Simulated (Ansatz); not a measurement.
Ansatz (a quantum-chemistry and plane-wave program) input (CCSD(T)/aug-cc-pV(D+d)Z):
A basis named .json is the Basis Set Exchange file of that set.

Ansatz 0.2 input:
```yaml
crystal:
  periodic: [false, false, false]
  atoms:
    - {symbol: Si, position_ang: [-0.01387041, -0.58979463, -1.34708168]}
    - {symbol: N, position_ang: [-1.47767286, -0.31676075, -0.51289919]}
    - {symbol: Si, position_ang: [-2.10680042, 0.26648096, 0.97708008]}
    - {symbol: O, position_ang: [1.36490486, -0.33266417, -0.50341302]}
    - {symbol: Si, position_ang: [2.08471942, 0.52371613, 0.69526240]}
    - {symbol: H, position_ang: [-0.01799607, -2.00844319, -1.76352095]}
    - {symbol: H, position_ang: [-0.04246737, 0.32322282, -2.51326671]}
    - {symbol: H, position_ang: [-2.39604411, 1.70536128, 0.74001182]}
    - {symbol: H, position_ang: [-3.36200663, -0.44304083, 1.31271146]}
    - {symbol: H, position_ang: [-1.16604180, 0.14872108, 2.12007160]}
    - {symbol: H, position_ang: [1.27919255, 1.72652781, 1.01596155]}
    - {symbol: H, position_ang: [3.43083341, 0.93797089, 0.24517821]}
    - {symbol: H, position_ang: [2.20232088, -0.31731561, 1.90680032]}
basis:
  gaussian:
    orbitals: aug-cc-pV_D+d_Z.json
magnetization: {spin_polarized: true, initial_magnetization: 1}
correlation: {method: ccsd_t, electrons: outside_noble_gas}
output: {forces: true}
```

End of the output:

```
determinant -27234.83191963 eV, -1000.8616126142 hartree, with singles and doubles -27254.61180028 eV, -1001.5885098210 hartree
17 core orbitals not correlated
reference -27235.43094007 eV, -1000.8836262095 hartree; 16, 15 occupied and 181, 182 virtual orbitals, 2157 factors
densities: 14.37 GiB planned
second order -17.65701913 eV of doubles, -0.00000000 eV of singles
coupled cluster: 10.92 GiB planned
cycle   1  -19.72761389 eV  change   -6.3e-1 eV  update   3.0e-2
cycle   2  -19.75425134 eV  change   -2.7e-2 eV  update   8.0e-3
cycle   3  -19.75812993 eV  change   -3.9e-3 eV  update   4.1e-3
cycle   4  -19.76201910 eV  change   -3.9e-3 eV  update   1.7e-3
cycle   5  -19.76299613 eV  change   -9.8e-4 eV  update   8.9e-4
cycle   6  -19.76351985 eV  change   -5.2e-4 eV  update   5.0e-4
cycle   7  -19.76377832 eV  change   -2.6e-4 eV  update   2.0e-4
cycle   8  -19.76385031 eV  change   -7.2e-5 eV  update   8.6e-5
cycle   9  -19.76384286 eV  change    7.5e-6 eV  update   3.6e-5
cycle  10  -19.76383295 eV  change    9.9e-6 eV  update   2.3e-5
cycle  11  -19.76382723 eV  change    5.7e-6 eV  update   1.5e-5
cycle  12  -19.76382776 eV  change   -5.3e-7 eV  update   1.2e-5
cycle  13  -19.76382919 eV  change   -1.4e-6 eV  update   1.0e-5
cycle  14  -19.76382750 eV  change    1.7e-6 eV  update   9.1e-6
cycle  15  -19.76382709 eV  change    4.1e-7 eV  update   7.4e-6
cycle  16  -19.76382646 eV  change    6.3e-7 eV  update   4.9e-6
cycle  17  -19.76382729 eV  change   -8.3e-7 eV  update   2.7e-6
cycle  18  -19.76382867 eV  change   -1.4e-6 eV  update   1.4e-6
cycle  19  -19.76382905 eV  change   -3.8e-7 eV  update   7.2e-7
cycle  20  -19.76382913 eV  change   -7.6e-8 eV  update   3.4e-7
cycle  21  -19.76382913 eV  change   9.3e-10 eV  update   2.0e-7
perturbative correction -0.57102728 eV, -0.0209848653 hartree
the calculation of the forces begins
0.85 GiB of device memory are held for the factors and their scratch space
Total energy: -27255.76579647 eV, -1001.6309183988 hartree
Atom 0 at    -0.013870    -0.589795    -1.347082 Å, force    -0.049666    -0.174115    -0.751934 eV/Å
Atom 1 at    -1.477673    -0.316761    -0.512899 Å, force    -0.505894    -0.214305    -0.414203 eV/Å
Atom 2 at    -2.106800     0.266481     0.977080 Å, force    -0.294486     0.324469     0.695489 eV/Å
Atom 3 at     1.364905    -0.332664    -0.503413 Å, force     0.472072    -0.478477    -0.290311 eV/Å
Atom 4 at     2.084719     0.523716     0.695262 Å, force     0.354873     0.485481     0.651448 eV/Å
Atom 5 at    -0.017996    -2.008443    -1.763521 Å, force    -0.002968    -0.095082    -0.015660 eV/Å
Atom 6 at    -0.042467     0.323223    -2.513267 Å, force    -0.009607     0.066040    -0.073024 eV/Å
Atom 7 at    -2.396044     1.705361     0.740012 Å, force    -0.008470     0.105073    -0.027673 eV/Å
Atom 8 at    -3.362007    -0.443041     1.312711 Å, force    -0.086490    -0.075653     0.024595 eV/Å
Atom 9 at    -1.166042     0.148721     2.120072 Å, force     0.090727    -0.029761     0.105165 eV/Å
Atom 10 at     1.279193     1.726528     1.015962 Å, force    -0.069780     0.118243     0.035562 eV/Å
Atom 11 at     3.430833     0.937971     0.245178 Å, force     0.102453     0.033977    -0.036312 eV/Å
Atom 12 at     2.202321    -0.317316     1.906800 Å, force     0.007236    -0.065890     0.096858 eV/Å
Dipole moment:     0.031266     0.067148     0.117873 e Å
```

It need not be the lowest isomer of its formula.
